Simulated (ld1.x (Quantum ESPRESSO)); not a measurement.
## PBEsol TM dataset for Pd (Z = 46), scalar-relativistic all-electron reference.

ld1.x (Quantum ESPRESSO) 7.5 input, shortened:

```
&input
   title='Pd', zed=46., rel=1, dft='PBESOL', iswitch=3,
   config='[Kr] 4d8 5s0 5p0'
 /
 &inputp
   pseudotype=2, tm=.true., lloc=0,
   nlcc=.true., rcore=0.85
 /
3
5P  2  1   0.00   0.00  2.65  2.65  0.0
4D  3  2   8.00   0.00  1.50  1.50  0.0
5S  1  0   0.00   0.00  2.35  2.35  0.0
 &test
   configts(1)='4d8 5s0 5p0'
 /
```

Poles of the logarithmic derivatives, all-electron (AE) and pseudo (PS). s: poles at -0.3 (AE) and -0.3, 4.8 (PS) Ry. p: poles at 0.8 (AE) and 0.7 (PS) Ry. d: poles at -1.9, 2.7 (AE) and -1.9, 3.8 (PS) Ry. Test radius 2.90 bohr.

* Cutoffs needed: 70 Ry and 100 Ry (the cutoffs (Ry, on a coarse ladder) from which the occupation-weighted sum of valence levels, in a spherical-Bessel basis at the reference potential, stays within 10 and 1 mRy of its value at 400 Ry)
* Ghost test: no extra level below or beside the all-electron valence levels (p, d, s, f tested) (spherical-Bessel basis up to 400 Ry, 20 bohr box)
* Largest excitation error: -1134 meV (all-electron minus pseudo) for 4d6 5s0 5p0, out of 7 test configurations
